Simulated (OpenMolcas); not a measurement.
## Nd²⁺: from CASSCF to CASPT2

```json
{"Program": "OpenMolcas 26.06", "Basis": "ANO-RCC-VTZP [8s7p5d3f2g1h]", "Scalar Hamiltonian": "DKH2, point nucleus", "Active space": "4 electrons in 7 orbitals (4f)", "State averaging": "2S+1 = 5 even, 35 roots; 2S+1 = 3 even, 210 roots; 2S+1 = 1 even, 196 roots (190 in the spin-orbit step)", "Spin-orbit coupling": "state interaction with AMFI integrals over the reference wave functions, term energies averaged over their components"}
```

Methods on the same reference wave functions:
A. CASSCF
B. SS-CASPT2, IPEA 0.25 Eh, imaginary shift 0.1 Eh (closed shells correlated: 5s 5p)

Energies in eV above 4f4 5I4, the measured ground level; measured values from Ding et al., The Spectrum and Energy Levels of the Low-lying Configurations of Nd III (preprint, 2023).

| Level | A | B | Measured |
| --- | --- | --- | --- |
| 4f4 5I4 | 0.0000 | 0.0000 | 0.0000 |
| 4f4 5I5 | 0.1481 | 0.1526 | 0.1411 |
| 4f4 5I6 | 0.3143 | 0.321 | 0.2960 |
| 4f4 5I7 | 0.4945 | 0.500 | 0.4605 |
| 4f4 5I8 | 0.6848 | 0.685 | 0.6315 |
| 4f4 5F1 | 1.7920 | 1.472 |  |
| 4f4 5F2 | 1.8434 | 1.519 | 1.3358 |
| 4f4 5F3 | 1.9284 | 1.607 | 1.4165 |
| 4f4 5S2 | 2.0012 | 1.739 |  |
| 4f4 5F4 | 2.0314 | 1.703 | 1.5103 |
| 4f4 3K6(1) | 2.1626 | 1.816 | 1.7437 |
| 4f4 5F5 | 2.1635 | 1.838 | 1.6379 |
| 4f4 3K7(1) | 2.3100 | 1.967 | 1.8788 |
| 4f4 3K8(1) | 2.4831 | 2.139 | 2.0407 |
| 4f4 3H4(1) [62 %] | 2.5145 | 1.997 |  |
| 4f4 5G2 | 2.6660 | 2.255 |  |
| 4f4 3H5(1) [67 %] | 2.7470 | 2.247 | 2.0609 |
| 4f4 5G4 [58 %] | 2.8625 | 2.427 | 2.0868 |
| 4f4 3L7 | 3.0109 | 2.658 |  |
| 4f4 5G5 [73 %] | 3.0448 | 2.625 | 2.2705 |
| 4f4 3H6(1) [70 %] | 3.0548 | 2.565 |  |
| 4f4 3D2(1) [61 %] | 3.1142 | 2.516 |  |
| 4f4 3L8 | 3.1452 | 2.792 |  |
| 4f4 3D1(1) [54 %] | 3.2121 | 2.624 |  |

Deviations, from unrounded energies. A percentage is the sum of absolute deviations over the sum of measured energies, with the sign that they share, or ± where signs differ.

| Against measurement | Levels | A | B |
| --- | --- | --- | --- |
| mean absolute deviation (cm-1) | 14 | 3300 | 1200 |
| fine structure of the ground term (%) | 4 | +7.4 | +8.5 |
| other terms of the ground configuration (%) | 10 | +31.1 | +10.6 |

B lies closest to measurement on these levels. The largest miss of B in the table is 4f4 5G5 [73 %], by +2900 cm-1. The ranking rests on the paired levels alone, and a cruder setting can come out closer through cancelling errors.

From A to B the spin-free energies of the other terms of 4f4 shown, above 5I, scale by factors of 0.79 to 0.87, as is usual when dynamic correlation screens the repulsion within a d or f shell.

The lowest spin-free term lies below A's lowest term by 0.366 hartree in B.

CASPT2 does not keep the components of a term degenerate, so their means are used; among the terms shown or strongly mixed into the levels shown the widest spread is 1000 cm-1 (4f4 5I, B). Over all roots computed the reference weight is 0.83 to 0.90 in B; the roots of lowest weight are the least certain, and an intruder state may touch them. High states are left out of the spin-orbit mixing, which shifts the levels that they would mix with. Some levels mix across a computed gap that differs much from the measured one, so their mixing is not that of the real levels. Without dynamic correlation excited terms often stand tens of per cent too high (terms of higher spin than the ground term too low), and those without a measured partner can miss by more than the paired ones (holds for A). Some terms miss by over 15 % even with CASPT2, which points to a basis or an active space too small for the shells correlated (holds for B). Computed and measured levels are paired by configuration, term and J; levels that our copy of the source lacks, or whose pairing is in doubt (as where it misses far off the trend of its configuration), stay unpaired and out of the deviations. Only configurations of the active space appear. The table leaves out levels that lie high or whose names do not pair safely across all columns.

A share in square brackets marks a mixed level and gives the weight of the term that names it, the lowest over the columns. A number in round brackets counts repeated terms of one configuration in the order of the reference energies.
